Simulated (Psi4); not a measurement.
CH₆GeO₂ (SMILES [CH3][GeH]([OH])[OH]), singlet, at a GFN2-xTB geometry; PBE/def2-TZVPD in Psi4.

Here is a job for Psi4.
```
memory 2 GB

molecule {
0 1
Ge   -0.05821140   -0.06444791    0.26411630
C     1.83662200   -0.34964103   -0.20976169
O    -1.16455684   -0.87343403   -0.84128046
O    -0.45218636    1.60672783    0.01682251
H    -0.45005586   -0.45007035    1.67961215
H     1.96753844   -0.20065397   -1.27837521
H     2.45787667    0.36794835    0.31451280
H     2.17277304   -1.34941884    0.04892178
H    -1.09207536   -1.82024130   -0.92120266
H    -1.27907838    1.74626505   -0.44095677
}

set {
  basis def2-tzvpd
}

energy('pbe')
print_variables()
```

Write the output that Psi4 gives for this input, abridged.


```
   => Loading Basis Set <=

    Name: DEF2-TZVPD
    Role: ORBITAL
    Keyword: BASIS

         ---------------------------------------------------------
                                   SCF
               by Justin Turney, Rob Parrish, Andy Simmonett
                          and Daniel G. A. Smith
                              RKS Reference
         ---------------------------------------------------------

  ==> Geometry <==

    Molecular point group: c1
    Full point group: C1

    Geometry (in Angstrom), charge = 0, multiplicity = 1:

       Center              X                  Y                   Z               Mass
    ------------   -----------------  -----------------  -----------------  -----------------
         GE          -0.023387276872    -0.072916039605     0.238161129675    73.921177761000
         C            1.871446123128    -0.358109159605    -0.235716860325    12.000000000000
         O           -1.129732716872    -0.881902159605    -0.867235630325    15.994914619570
         O           -0.417362236872     1.598259700395    -0.009132660325    15.994914619570
         H           -0.415231736872    -0.458538479605     1.653656979675     1.007825032230
         H            2.002362563128    -0.209122099605    -1.304330380325     1.007825032230
         H            2.492700793128     0.359480220395     0.288557629675     1.007825032230
         H            2.207597163128    -1.357886969605     0.022966609675     1.007825032230
         H           -1.057251236872    -1.828709429605    -0.947157830325     1.007825032230
         H           -1.244254256872     1.737796920395    -0.466911940325     1.007825032230

  Running in c1 symmetry.

  Rotational constants: A =      0.19946  B =      0.16377  C =      0.11079 [cm^-1]
  Rotational constants: A =   5979.65940  B =   4909.70207  C =   3321.53452 [MHz]
  Nuclear repulsion =  317.480563250235093

  Charge       = 0
  Multiplicity = 1
  Electrons    = 60
  Nalpha       = 30
  Nbeta        = 30

  ==> Algorithm <==

  SCF Algorithm Type is DF.
  DIIS enabled.
  MOM disabled.
  Fractional occupation disabled.
  Guess Type is SAD.
  Energy threshold   = 1.00e-06
  Density threshold  = 1.00e-06
  Integral threshold = 1.00e-12

  ==> Primary Basis <==

  Basis Set: DEF2-TZVPD
    Blend: DEF2-TZVPD
    Number of shells: 89
    Number of basis functions: 225
    Number of Cartesian functions: 251
    Spherical Harmonics?: true
    Max angular momentum: 3

  ==> DFT Potential <==

   => LibXC <=

    Version 7.1.2
    S. Lehtola, C. Steigemann, M. J. T. Oliveira, and M. A. L. Marques,  SoftwareX 7, 1–5 (2018) (10.1016/j.softx.2017.11.002)

   => Composite Functional: PBE <=

    PBE GGA Exchange-Correlation Functional

    J.P. Perdew et. al., Phys. Rev. Lett., 77(18), 3865-3868, 1996

    Deriv               =              1
    GGA                 =           TRUE
    Meta                =          FALSE

    Exchange Hybrid     =          FALSE
    MP2 Hybrid          =          FALSE

   => Exchange Functionals <=

    1.0000     XC_GGA_X_PBE

   => Correlation Functionals <=

    1.0000     XC_GGA_C_PBE

   => LibXC Density Thresholds  <==

    XC_GGA_C_PBE:  1.00E-12
    XC_GGA_X_PBE:  1.00E-15

   => Molecular Quadrature <=

    Radial Scheme          =       TREUTLER
    Pruning Scheme         =           NONE
    Nuclear Scheme         =       TREUTLER

    Blocking Scheme        =         OCTREE
    BS radius alpha        =              1
    Pruning alpha          =              1
    Radial Points          =             75
    Spherical Points       =            302
    Total Points           =         216746
    Total Blocks           =           1643
    Max Points             =            256
    Max Functions          =            221
    Weights Tolerance      =       1.00E-15

   => Loading Basis Set <=

    Name: (DEF2-TZVPD AUX)
    Role: JKFIT
    Keyword: DF_BASIS_SCF

  ==> Integral Setup <==

[...]
    wK tasked:                   No
    Algorithm:                 Core
    Schwarz Cutoff:           1E-12
    Mask sparsity (%):       1.2523
    Fitting Condition:        1E-10

   => Auxiliary Basis Set <=

  Basis Set: (DEF2-TZVPD AUX)
    Blend: DEF2-UNIVERSAL-JKFIT
    Number of shells: 171
    Number of basis functions: 603
    Number of Cartesian functions: 766
    Spherical Harmonics?: true
    Max angular momentum: 5

  Minimum eigenvalue in the overlap matrix is 3.2560397834E-05.
  Reciprocal condition number of the overlap matrix is 2.9754704607E-06.
    Using symmetric orthogonalization.

  ==> Pre-Iterations <==

  SCF Guess: Superposition of Atomic Densities via on-the-fly atomic UHF (no occupation information).

   -------------------------
    Irrep   Nso     Nmo
   -------------------------
     A        225     225
   -------------------------
    Total     225     225
   -------------------------

  ==> Iterations <==

                           Total Energy        Delta E     RMS |[F,P]|

   @DF-RKS iter SAD: -2265.40076617889599   -2.26540e+03   0.00000e+00
   @DF-RKS iter   1: -2266.84973941601356   -1.44897e+00   1.44887e-02 ADIIS/DIIS
   @DF-RKS iter   2: -2246.14180514873078    2.07079e+01   5.14474e-02 ADIIS/DIIS
   @DF-RKS iter   3: -2268.18948906958985   -2.20477e+01   7.55878e-03 ADIIS/DIIS
   @DF-RKS iter   4: -2268.63003988411947   -4.40551e-01   2.69391e-03 ADIIS/DIIS
   @DF-RKS iter   5: -2268.76645427418271   -1.36414e-01   5.46994e-04 ADIIS/DIIS
   @DF-RKS iter   6: -2268.76891087791319   -2.45660e-03   3.87801e-04 ADIIS/DIIS
   @DF-RKS iter   7: -2268.77206068752866   -3.14981e-03   1.02471e-04 ADIIS/DIIS
   @DF-RKS iter   8: -2268.77231700325228   -2.56316e-04   1.71348e-05 DIIS
   @DF-RKS iter   9: -2268.77232045014352   -3.44689e-06   1.08737e-05 DIIS
   @DF-RKS iter  10: -2268.77232262132929   -2.17119e-06   1.10219e-06 DIIS
   @DF-RKS iter  11: -2268.77232264322083   -2.18915e-08   2.33206e-07 DIIS
  Energy and wave function converged.

  ==> Post-Iterations <==

   Electrons on quadrature grid:
      Ntotal   =   59.9999736727 ; deviation = -2.633e-05

    Orbital Energies [Eh]
    ---------------------

    Doubly Occupied:

[...]
    Virtual:

[...]
    Final Occupation by Irrep:
              A
    DOCC [    30 ]
    NA   [    30 ]
    NB   [    30 ]

  @DF-RKS Final Energy: -2268.77232264322083

   => Energetics <=

    Nuclear Repulsion Energy =            317.4805632502350932
    One-Electron Energy =               -3789.8042698474837380
    Two-Electron Energy =                1306.9945755123749223
    DFT Exchange-Correlation Energy =    -103.4431915583470527
    Empirical Dispersion Energy =           0.0000000000000000
    VV10 Nonlocal Energy =                  0.0000000000000000
    Total Energy =                      -2268.7723226432208321

Computation Completed

Properties will be evaluated at   0.000000,   0.000000,   0.000000 [a0]

Properties computed using the SCF density matrix

 Multipole Moments:

 ------------------------------------------------------------------------------------
     Multipole            Electronic (a.u.)      Nuclear  (a.u.)        Total (a.u.)
 ------------------------------------------------------------------------------------

 L = 1.  Multiply by 2.5417464519 to convert [e a0] to [Debye]
 Dipole X            :         -3.6716153            3.9484836            0.2768683
 Dipole Y            :          0.2512585           -0.9601467           -0.7088881
 Dipole Z            :          2.9442003           -2.9428899            0.0013104
 Magnitude           :                                                    0.7610389

 ------------------------------------------------------------------------------------

  Variable Map:
  ----------------------------------------------------------------------------
[...]
  Array Variable Map:
  ----------------------------------------------------------------------------
[...]
[...]
```
